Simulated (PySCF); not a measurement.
## Calculated data, AlH$_{2}$NO, AlClH$_{2}$N, AlH$_{2}$N, Al$_{2}$H$_{3}$NO

Calculation on a computer-drawn molecule: optimised geometry and harmonic frequencies of an isolated molecule of the commonest isotopes, restricted reference for singlets and unrestricted otherwise, frozen core in MP2. Program: PySCF 2.14.0.

Common to all runs: charge 0; basis cc-pV(D+d)Z.

(1) AlH$_{2}$NO

Start structure:
```xyz
5
AlH2NO
N     -0.7406     2.0295    -0.2852
Al     0.6096     1.9653    -1.3875
O      1.8284     1.9074    -2.3827
H     -0.7701     2.5700     0.5593
H     -1.6039     1.5323    -0.4014
```

It was run with multiplicity 1 and method MP2.

The calculation gives: rotational constants 360.5, 5.212, 5.138 GHz; total energy -372.8366 hartree; convergence status largest gradient component 1.744e-05 hartree/bohr.

Drawn bonds:
| atom | other atom | order |
| --- | --- | --- |
| 1 | 2 | 1 |
| 2 | 3 | 2 |
| 1 | 4 | 1 |
| 1 | 5 | 1 |

Optimised structure:
```xyz
5
AlH2NO
N     -0.7541     2.0302    -0.2743
Al     0.6118     1.9652    -1.3895
O      1.8733     1.9053    -2.4192
H     -0.7801     2.5791     0.5807
H     -1.6275     1.5248    -0.3952
```

Modes:
| frequency (cm⁻¹) | reduced mass (dalton) |
| --- | --- |
| 97.51 | 1.47 |
| 177.8 | 5.564 |
| 202.7 | 4.337 |
| 634 | 1.254 |
| 720.4 | 6.737 |
| 1109 | 14.99 |
| 1532 | 1.106 |
| 3619 | 1.051 |
| 3720 | 1.094 |

(2) AlClH$_{2}$N

Start structure:
```xyz
5
AlClH2N
N     -0.7768     2.2122    -1.5508
Al    -0.9372     0.5311    -1.1604
Cl    -1.8252    -0.9993    -2.1013
H     -0.2592     2.8877    -1.0125
H     -1.0767     2.7442    -2.3851
```

It was run with multiplicity 2 and method HF.

Results for AlClH$_{2}$N: rotational constants 27.59, 3.638, 3.214 GHz; total energy -757.1274 hartree; spin squared 0.753; convergence status largest gradient component 2.662e-05 hartree/bohr.

Drawn bonds:
| atom | other atom | order |
| --- | --- | --- |
| 1 | 2 | 1 |
| 2 | 3 | 1 |
| 1 | 4 | 1 |
| 1 | 5 | 1 |

Optimised structure:
```xyz
5
AlClH2N
N     -0.7426     2.1965    -1.5391
Al    -0.8323     0.5323    -0.9765
Cl    -1.8719    -0.8342    -2.2444
H     -0.2886     2.9469    -1.0527
H     -1.1397     2.5344    -2.3975
```

Modes:
| frequency (cm⁻¹) | reduced mass (dalton) |
| --- | --- |
| 191.1 | 4.176 |
| 374.6 | 1.052 |
| 435.4 | 1.248 |
| 487.6 | 10.29 |
| 697.7 | 1.359 |
| 851.9 | 6.921 |
| 1662 | 1.11 |
| 3767 | 1.052 |
| 3857 | 1.094 |

(3) AlClH$_{2}$N

Start structure:
```xyz
5
AlClH2N
N     -0.7426     2.1965    -1.5391
Al    -0.8323     0.5323    -0.9765
Cl    -1.8719    -0.8342    -2.2444
H     -0.2886     2.9469    -1.0527
H     -1.1397     2.5344    -2.3975
```

It was run with multiplicity 2 and method MP2.

Results for AlClH$_{2}$N: rotational constants 27.94, 3.597, 3.186 GHz; total energy -757.4803 hartree; spin squared 0.753; convergence status largest gradient component 3.862e-05 hartree/bohr.

Drawn bonds:
| atom | other atom | order |
| --- | --- | --- |
| 1 | 2 | 1 |
| 2 | 3 | 1 |
| 1 | 4 | 1 |
| 1 | 5 | 1 |

Optimised structure:
```xyz
5
AlClH2N
N     -0.7425     2.2021    -1.5416
Al    -0.8393     0.5217    -0.9845
Cl    -1.8730    -0.8569    -2.2364
H     -0.2785     2.9543    -1.0376
H     -1.1419     2.5547    -2.4102
```

Modes:
| frequency (cm⁻¹) | reduced mass (dalton) |
| --- | --- |
| 179.3 | 4.038 |
| 336.4 | 1.263 |
| 377.1 | 1.045 |
| 487.9 | 7.899 |
| 646.6 | 1.432 |
| 824.9 | 6.913 |
| 1533 | 1.113 |
| 3592 | 1.051 |
| 3700 | 1.094 |

(4) AlH$_{2}$N

Start structure:
```xyz
4
AlH2N
N      1.2646     1.4003    -0.8044
Al     0.9396     2.2883     0.5480
H      0.7136     1.7548    -1.5708
H      0.6247     3.1724     1.8185
```

Settings of this run: multiplicity 1 and method HF.

Results for AlH$_{2}$N: rotational constants 15.82, 15.82 GHz; total energy -297.4702 hartree; convergence status largest gradient component 1.319e-05 hartree/bohr.

Drawn bonds:
| atom | other atom | order |
| --- | --- | --- |
| 1 | 2 | 2 |
| 1 | 3 | 1 |
| 2 | 4 | 1 |

Optimised structure:
```xyz
4
AlH2N
N      0.9397     1.7625    -0.8507
Al     0.8478     2.4281     0.5917
H      0.9969     1.3482    -1.7482
H      0.7581     3.0770     1.9985
```

Modes:
| frequency (cm⁻¹) | reduced mass (dalton) |
| --- | --- |
| 364.4 | 1.346 |
| 364.4 | 1.346 |
| 594.8 | 1.057 |
| 594.8 | 1.057 |
| 1233 | 7.571 |
| 2116 | 1.055 |
| 4004 | 1.087 |

(5) Al$_{2}$H$_{3}$NO

Start structure:
```xyz
7
Al2H3NO
N      2.3736    -2.3788     0.6923
Al     2.0076    -1.0346    -0.0768
Al     1.7613     1.2718    -1.3112
O      0.5795     2.3329    -1.9202
H      1.6017    -3.0048     1.0815
H      3.2354     1.7387    -1.6683
H     -0.1330     2.9396    -2.2535
```

Settings of this run: multiplicity 1 and method HF.

The calculation gives: rotational constants 20.37, 1.618, 1.499 GHz; total energy -614.9139 hartree; convergence status largest gradient component 4.223e-05 hartree/bohr.

Drawn bonds:
| atom | other atom | order |
| --- | --- | --- |
| 1 | 2 | 2 |
| 2 | 3 | 1 |
| 3 | 4 | 1 |
| 1 | 5 | 1 |
| 3 | 6 | 1 |
| 4 | 7 | 1 |

Optimised structure:
```xyz
7
Al2H3NO
N      1.7529    -2.1846     0.6088
Al     1.9050    -0.7992    -0.1808
Al     2.1062     1.4421    -1.4586
O      0.7130     2.2745    -1.8976
H      1.6689    -3.0427     1.0975
H      3.4829     2.0799    -1.8552
H     -0.2028     2.0949    -1.7702
```

Modes:
| frequency (cm⁻¹) | reduced mass (dalton) |
| --- | --- |
| 93.86 | 5.686 |
| 120.8 | 6.431 |
| 197.4 | 8.402 |
| 332.4 | 8.961 |
| 380.3 | 1.364 |
| 493.6 | 1.117 |
| 535.5 | 1.128 |
| 557.5 | 1.217 |
| 559.7 | 1.143 |
| 703.3 | 1.124 |
| 894.4 | 7.099 |
| 1219 | 9.368 |
| 2034 | 1.044 |
| 3991 | 1.086 |
| 4235 | 1.069 |
